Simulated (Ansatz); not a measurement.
`C[Se][Se][SiH3]` + `C[SiH3]` → `C[SiH2][Se][Se]C` + SiH₄  (formal exchange of groups at the Se–Si bond)

Isolated molecules relaxed with PBE0-D4/def2-TZVP in Ansatz; ΔE leaves out vibrations. CCSD(T)/CBS is the MP2 limit (def2-TZVPP, def2-QZVPP) plus CCSD(T) − MP2 in def2-TZVPP, frozen cores. This one scheme is used for every species. DFT in def2-TZVPP. B3LYP here is the variant with VWN-RPA as its local correlation; programs differ in this. For Se outer-core shells are correlated without core-valence functions, which leaves a few kJ/mol of doubt a bond. Scalar relativity is left out up to krypton. One conformer a species, not always the lowest.

Question: Is it downhill or uphill in electronic energy at CCSD(T)/CBS, and by how much? (Best estimate.)

Answer: Computed: Downhill: ΔE = -9.1 kJ/mol.

Question: What do these levels give: revPBE, B3LYP, r2SCANh, r2SCAN0, HF/def2-SVP, CCSD(T)/def2-TZVPP? (Best estimate.)

Answer: The calculation gave: revPBE -4.1, B3LYP -4.6, r2SCANh -7.2, r2SCAN0 -7.0, HF/def2-SVP -4.4, CCSD(T)/def2-TZVPP -9.4 kJ/mol.

Largest T1 diagnostic among the species: 0.011.

Leaving LDA and LC-ωPBE aside and taking each functional with its dispersion term where it has one, the values, not all of them listed here, spread over 3.0 kJ/mol, from BLYP-D4 to B2PLYP. LDA lies −3.5 kJ/mol from PBE without D4. The D4 term adds −4.9 kJ/mol with B3LYP and −3.0 kJ/mol with PBE0; it sums over pairs of atoms, weighted by their polarisabilities, and B3LYP, whose exchange is more repulsive, gets the larger term.
